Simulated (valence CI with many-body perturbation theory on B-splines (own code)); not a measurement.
# Rb32+ in brief

Computed by valence CI with perturbative core correlation (CI+MBPT): three valence electrons over a frozen Dirac-Fock core [He], radial functions for each j: 9 s, 9 p, 8 d, 6 f, 3 g, 1 h, with the one-electron correlation potential Σ1, the two-electron term Σ2, the three-electron term Σ3, Breit, model QED; selected CI, second order for the rest, scaled by the run's own slope (own B-spline code, finite nucleus).

No measured spectrum was set against this ion. As an estimate, large intervals hold to a few tenths of a per cent, small ones and those within an open d or f shell to about a per cent.

Levels are named by their leading jj configuration (3d3/2^4 stands for four electrons in 3d with j = 3/2), which in mixed levels can hold well under half, so a name can repeat and another be missing.

Rates and lifetimes use the calculated energies. Strong lines usually hold to 10 to 20 %, long lifetimes can be off by a factor of two.

Question: What is the ground level?

Answer: (2s^2 2p1/2) J=1/2, composition 99 % 2s²2p ²P°, g = 0.655.

Question: What is the ionisation energy?

Answer: 3989.6 eV; NIST lists 3988 ± 3 eV (semi-empirical).

Question: Among levels below 181.10 Ry, which E1 lines absorb most strongly from the ground level?

Answer: to (2s^2 3d3/2) J=3/2 at 0.5353 nm, f = 0.703; to (2s 2p1/2 3p3/2) J=3/2 at 0.5233 nm, f = 0.223; to (2s 2p1/2 3p3/2) J=1/2 at 0.5245 nm, f = 0.132.

Question: How well does LS coupling describe the low levels?

Answer: Among the lowest 20 levels the leading LS term, summed over configurations, holds 82 % on average. For single configurations the figures are 81 % in LS and 93 % in jj coupling. Terms mix most in the J = 3/2 level at 21.71 Ry, where the leading one holds 47 %.

Question: Where does the other parity begin?

Answer: At (2s 2p1/2^2) J=1/2, 6.65 Ry.
